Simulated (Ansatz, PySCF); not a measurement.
C2H5Cl2GeN, SMILES C/C=[N]/[GeH]([Cl])[Cl]. Atoms are numbered in the order given.

```xyz
11

C     -3.6572    -0.2601     0.3812
C     -2.1930    -0.5629     0.4736
N     -1.3200     0.1038    -0.1785
Ge     0.4543    -0.3671     0.0202
Cl     1.2144    -0.8618    -1.9332
Cl     1.5071     1.3696     0.7371
H     -4.0548    -0.0207     1.3821
H     -3.8318     0.5812    -0.3019
H     -4.2031    -1.1513     0.0274
H     -1.9349    -1.4088     1.1515
H      0.7216    -1.5451     0.9753
```

Geometry optimised at TPSSh-D3(BJ)/def2-SVP. The structure was generated by enumeration; whether it is a known compound was not checked. One conformer was computed; it need not be the lowest.

Two levels are set side by side: PBE-D3(BJ)/def2-SVP (Ansatz, a quantum-chemistry and plane-wave program) and TPSSh-D3(BJ)/def2-SVP (PySCF). Each level has its own optimised geometry; the coordinates shown are those of the second. Frequencies come from the Hessian of PySCF at each geometry. Differences are taken from unrounded values.

```json
[
 {"quantity": "mean bond length (Å)", "TPSSh-D3(BJ)": "1.489"},
 {"quantity": "bond C1–C2 (Å)", "TPSSh-D3(BJ)": "1.498"},
 {"quantity": "bond C2–N3 (Å)", "TPSSh-D3(BJ)": "1.277"},
 {"quantity": "bond N3–Ge4 (Å)", "TPSSh-D3(BJ)": "1.846"},
 {"quantity": "bond Ge4–Cl5 (Å)", "TPSSh-D3(BJ)": "2.154"},
 {"quantity": "bond Ge4–Cl6 (Å)", "TPSSh-D3(BJ)": "2.154"},
 {"quantity": "bond C1–H7 (Å)", "TPSSh-D3(BJ)": "1.103"},
 {"quantity": "bond C1–H8 (Å)", "TPSSh-D3(BJ)": "1.098"},
 {"quantity": "bond C1–H9 (Å)", "TPSSh-D3(BJ)": "1.103"},
 {"quantity": "bond C2–H10 (Å)", "TPSSh-D3(BJ)": "1.114"},
 {"quantity": "bond Ge4–H11 (Å)", "TPSSh-D3(BJ)": "1.540"},
 {"quantity": "highest harmonic wavenumber (cm⁻¹)", "TPSSh-D3(BJ)": "3164"},
 {"quantity": "mean harmonic wavenumber (cm⁻¹)", "TPSSh-D3(BJ)": "1120"},
 {"quantity": "zero-point energy (kcal/mol)", "TPSSh-D3(BJ)": "43.23"}
]
```

### Question
What does PBE-D3(BJ) give, and how far is it from TPSSh-D3(BJ)? (Estimate from the structure and the level; the computed values follow.)

### Answer

```json
[
 {"quantity": "mean bond length (Å)", "PBE-D3(BJ)": "1.498", "PBE-D3(BJ) minus TPSSh-D3(BJ)": "0.009"},
 {"quantity": "bond C1–C2 (Å)", "PBE-D3(BJ)": "1.498", "PBE-D3(BJ) minus TPSSh-D3(BJ)": "0.000"},
 {"quantity": "bond C2–N3 (Å)", "PBE-D3(BJ)": "1.284", "PBE-D3(BJ) minus TPSSh-D3(BJ)": "0.006"},
 {"quantity": "bond N3–Ge4 (Å)", "PBE-D3(BJ)": "1.862", "PBE-D3(BJ) minus TPSSh-D3(BJ)": "0.015"},
 {"quantity": "bond Ge4–Cl5 (Å)", "PBE-D3(BJ)": "2.164", "PBE-D3(BJ) minus TPSSh-D3(BJ)": "0.010"},
 {"quantity": "bond Ge4–Cl6 (Å)", "PBE-D3(BJ)": "2.164", "PBE-D3(BJ) minus TPSSh-D3(BJ)": "0.010"},
 {"quantity": "bond C1–H7 (Å)", "PBE-D3(BJ)": "1.111", "PBE-D3(BJ) minus TPSSh-D3(BJ)": "0.008"},
 {"quantity": "bond C1–H8 (Å)", "PBE-D3(BJ)": "1.106", "PBE-D3(BJ) minus TPSSh-D3(BJ)": "0.008"},
 {"quantity": "bond C1–H9 (Å)", "PBE-D3(BJ)": "1.111", "PBE-D3(BJ) minus TPSSh-D3(BJ)": "0.008"},
 {"quantity": "bond C2–H10 (Å)", "PBE-D3(BJ)": "1.125", "PBE-D3(BJ) minus TPSSh-D3(BJ)": "0.011"},
 {"quantity": "bond Ge4–H11 (Å)", "PBE-D3(BJ)": "1.557", "PBE-D3(BJ) minus TPSSh-D3(BJ)": "0.017"},
 {"quantity": "highest harmonic wavenumber (cm⁻¹)", "PBE-D3(BJ)": "3103", "PBE-D3(BJ) minus TPSSh-D3(BJ)": "-61"},
 {"quantity": "mean harmonic wavenumber (cm⁻¹)", "PBE-D3(BJ)": "1086", "PBE-D3(BJ) minus TPSSh-D3(BJ)": "-34"},
 {"quantity": "zero-point energy (kcal/mol)", "PBE-D3(BJ)": "41.91", "PBE-D3(BJ) minus TPSSh-D3(BJ)": "-1.32"}
]
```

GGA bonds tend to be longer and softer than those of functionals with exact exchange. Differences between two approximate levels are no errors against the true value.
